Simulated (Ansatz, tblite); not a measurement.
Cost and result up the ladder for Ge₃O₁₀H₈ (21 atoms). Charge 0, multiplicity 1. Geometry: PBE-D4/def2-SVP.

```xyz
21

Ge   -2.193    0.517    0.765
Ge    1.656   -1.861   -0.588
Ge    0.711    2.134   -0.289
O     0.916   -1.155    0.972
O     0.877    1.406    1.340
O    -1.704    1.444    2.173
O    -1.686   -1.155    0.601
O     1.770   -2.457    1.153
O    -1.190    1.309   -0.699
O     1.461    0.976   -1.563
O     0.576    3.737   -0.661
O     0.726   -0.276   -1.734
O     0.653   -2.990   -1.516
H    -1.631    2.064   -1.148
H     0.266   -3.641   -0.898
H    -0.744   -1.302    0.932
H    -3.675    0.701    0.418
H     1.164    0.439    1.328
H     2.980   -1.374   -1.172
H    -0.706    1.504    2.163
H    -0.228   -0.021   -1.577
```

Ansatz on 4 threads of Intel Xeon on a shared host; xTB runs through tblite on one thread. Times are rough, summed over both states, and most runs start from the orbitals of an earlier one. PBE0-D4/def2-SVP serves as the yardstick here, not as an exact answer. The other state is a doublet.

The xTB rows come from tblite. The structure holds 2 bonds between oxygen atoms, so isomers without such links may lie far lower. HOMO above LUMO, or a gap near zero within one spin, warns that the state may not be the lowest or that an electron is smeared out. The structure comes from a short search, and lower isomers may exist.

Raw xTB energies of ions are shifted by several eV.

```json
{"level": "GFN2-xTB", "functions": "75", "vertical IE (eV)": "14.94", "difference from PBE0-D4/def2-SVP (eV)": "5.33", "remarks": "–"}
{"level": "PBE-D4/def2-SVP", "functions": "276", "vertical IE (eV)": "8.83", "difference from PBE0-D4/def2-SVP (eV)": "-0.78", "remarks": "gap within one spin near zero (+1 doublet)"}
{"level": "PBE0-D4/def2-SVP", "functions": "276", "vertical IE (eV)": "9.61", "difference from PBE0-D4/def2-SVP (eV)": "0.00", "remarks": "–"}
{"level": "GFN1-xTB", "functions": "83", "vertical IE (eV)": "15.19", "difference from PBE0-D4/def2-SVP (eV)": "5.59", "remarks": "–"}
```

Question: Estimate how long each takes.

Answer: GFN2-xTB 0.24 s; GFN1-xTB 0.3 s; PBE-D4/def2-SVP 48 s; PBE0-D4/def2-SVP 2.1 min. On shared hardware such times vary by a factor of up to 3.
